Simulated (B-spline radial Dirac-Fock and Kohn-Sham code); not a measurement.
## Dipole and non-dipole photoemission parameters of Sb⁺ 5s

System: antimony as Sb⁺, [Kr] 4d10 5s2 5p2; threshold 23.82 eV (orbital energy of the model). Level of theory: Dirac-Hartree-Slater photoionisation with a Latter tail; cross sections with all multipoles, angular parameters from the dipole term and its interference with E2; an atomic code on a B-spline grid.

For linearly polarised light dσ/dΩ = σ/(4π) [1 + β P₂(cos θ) + (δ + γ cos²θ) sin θ cos φ], with θ from the polarisation vector and φ the angle between the beam and the projection of the electron momentum on the plane normal to the polarisation.

| hν (eV) | σ (kb) | β | γ |
| --- | --- | --- | --- |
| 66.8 | 117 | 1.928 | 0.047 |
| 75.8 | 108 | 1.939 | 0.087 |
| 100 | 82.5 | 1.955 | 0.160 |
| 126 | 62.8 | 1.963 | 0.199 |
| 139 | 55.8 | 1.965 | 0.212 |
| 228 | ? | ? | ? |
| 300 | 20.2 | 1.978 | 0.292 |
| 444 | 11.4 | 1.982 | 0.286 |
| 600 | 7.18 | 1.985 | 0.256 |
| 800 | 4.50 | 1.987 | 0.204 |
| 1130 | 2.50 | 1.988 | 0.117 |
| 1150 | 2.43 | 1.988 | 0.112 |
| 1510 | 1.51 | 1.989 | 0.036 |
| 1560 | 1.42 | 1.989 | 0.027 |
| 2410 | 0.647 | 1.990 | -0.075 |
| 2984.4 | 0.434 | 1.991 | -0.099 |
| 3390 | 0.340 | 1.991 | -0.102 |
| 4170 | 0.228 | 1.991 | -0.081 |
| 4860 | 0.169 | 1.992 | -0.043 |
| 5330 | 0.141 | 1.992 | -0.009 |
| 5414.7 | 0.136 | 1.992 | -0.002 |
| 6060 | 0.109 | 1.992 | 0.054 |
| 9880 | 0.0392 | 1.991 | 0.456 |
| 10300 | 0.0359 | 1.991 | 0.503 |
| 10400 | 0.0351 | 1.991 | 0.514 |
| 11700 | 0.0272 | 1.991 | 0.659 |
| 12000 | 0.0257 | 1.991 | 0.692 |
| 12800 | 0.0223 | 1.991 | 0.781 |
| 13500 | 0.0199 | 1.991 | 0.858 |
| 15000 | 0.0157 | 1.991 | 1.020 |

Question: Give the values at 228 eV.

Answer: σ = 29.5 kb, β = 1.975, γ = 0.276. For an s subshell δ is negligible.

Values without a named source are computed, but for edge energies of neutral atoms, which are taken from tables.
